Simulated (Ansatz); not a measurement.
O2Si, SMILES [O][Si]=O (connectivity only; charge and spin as stated), charge -1, multiplicity 2.

The structure is a stationary point at B3LYP-D3(BJ)/def2-TZVPD. The isomer is the one that the SMILES or the coordinates give; other isomers of the formula were not compared.

Two levels are set side by side: PBE/def2-TZVPD (Ansatz, a quantum-chemistry and plane-wave program) and PBE0/def2-TZVPD (Ansatz). Energy differences of separate SCF runs at the same geometry; the states with an electron removed or added have multiplicity 1. Differences are taken from unrounded values.

```json
[
 {"quantity": "vertical ionisation energy (eV)", "PBE0": "2.94", "PBE": "2.71", "PBE minus PBE0": "-0.22"}
]
```
